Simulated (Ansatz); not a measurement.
Question: Name a neutral molecule of Al, C, N, O, Si and H with size of the dipole moment (PBE/def2-TZVPP) between 0.70 and 1.00 D and LUMO energy (PBE0/def2-TZVPP) between -2.25 and -1.95 eV (Ansatz, PBE0-D4/def2-TZVP geometry).

Answer: `OC1=NC[SiH]1[AlH2]` (0.74 D, -2.25 eV). Other molecules can fit too; these were computed, each in one conformer that needn't be the lowest.
